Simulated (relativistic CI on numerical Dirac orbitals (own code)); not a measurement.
**Sensitivity of the levels of Pm45+ to α and to the nuclear radius**

Calculated at this level of theory: Dirac-Coulomb-Breit CI, separate exchange-only KLI orbitals for each configuration, derivatives by finite differences, unscaled Slater integrals, QED left out (own radial code, finite nucleus).

Configurations in the expansion (outside the closed core [Ne]): 3s2.3p4, 3s.3p5, 3s2.3p3.3d, 3p6, 3s.3p4.3d, 3p5.3d, 3p4.3d2, 3p3.3d3. Double excitations out of closed p, d and f shells are left out; levels of such configurations are missing from the list, as are those of other unlisted configurations, and high levels can miss mixing partners.

With x = (α/α₀)² − 1 an excitation energy changes as ω = ω₀ + qx; K = 2q/ω₀ is the relative enhancement. Terms are leading LS components, so labels can repeat. The field-shift factor is F = δν/δ⟨r²⟩ for the transition from the lowest level.

Lowest level 3s2.3p4 3P_2.

| Level | ω₀ (cm⁻¹) | q (cm⁻¹) | K | F (GHz/fm²) |
| --- | --- | --- | --- | --- |
| 3s2.3p4 1S_0 | 137865 | 10190 | 0.148 | -1.73 |
| 3s2.3p4 3P_1 | 1101619 | 1.286e+06 | 2.33 | -76.3 |
| 3s2.3p4 1D_2 | 1168067 | 1.282e+06 | 2.2 | -76.5 |
| 3s2.3p3.3d 3F°_2 | 1480359 | 62420 | 0.0843 | 5.27 |
| 3s2.3p3.3d 5D°_1 | 1527120 | 89850 | 0.118 | -23.1 |
| 3s2.3p3.3d 3F°_3 | 1533496 | 72330 | 0.0943 | 12.2 |
| 3s2.3p3.3d 3P°_0 | 1534908 | 71180 | 0.0927 | 11.3 |
| 3s2.3p3.3d 3F°_4 | 1764979 | 322500 | 0.365 | 15.1 |
| 3s2.3p3.3d 3P°_2 | 1783471 | 419000 | 0.47 | -137 |
| 3s2.3p3.3d 3D°_3 | 1935562 | 348800 | 0.36 | 12.2 |
| 3s2.3p3.3d 3D°_1 | 1994154 | 379700 | 0.381 | -28.1 |
| 3s.3p5 3P°_2 | 2252637 | 1.365e+06 | 1.21 | -1520 |
| 3s2.3p4 3P_0 | 2323765 | 2.567e+06 | 2.21 | -170 |
| 3s.3p5 1P°_1 | 2373497 | 1.395e+06 | 1.18 | -1250 |
| 3s2.3p3.3d 3F°_2 | 2531987 | 1.327e+06 | 1.05 | -56.9 |
| 3s2.3p3.3d 5D°_0 | 2540913 | 1.338e+06 | 1.05 | -78.7 |
| 3s2.3p3.3d 3D°_1 | 2547665 | 1.341e+06 | 1.05 | -208 |
| 3s2.3p3.3d 3F°_3 | 2581518 | 1.334e+06 | 1.03 | -55.8 |
| 3s2.3p3.3d 3G°_4 | 2642599 | 1.324e+06 | 1 | -55.8 |
| 3s2.3p3.3d 3F°_2 | 2715388 | 1.343e+06 | 0.989 | -82.9 |
| 3s2.3p3.3d 3D°_3 | 2783850 | 1.57e+06 | 1.13 | -53.2 |
| 3s2.3p3.3d 5D°_4 | 2795177 | 1.58e+06 | 1.13 | -52.4 |
| 3s2.3p3.3d 3D°_3 | 2845599 | 1.335e+06 | 0.938 | -53.5 |

At this charge energies of transitions that change n are usually good to better than 1 %, and those within a shell (Δn = 0) to a few per cent.
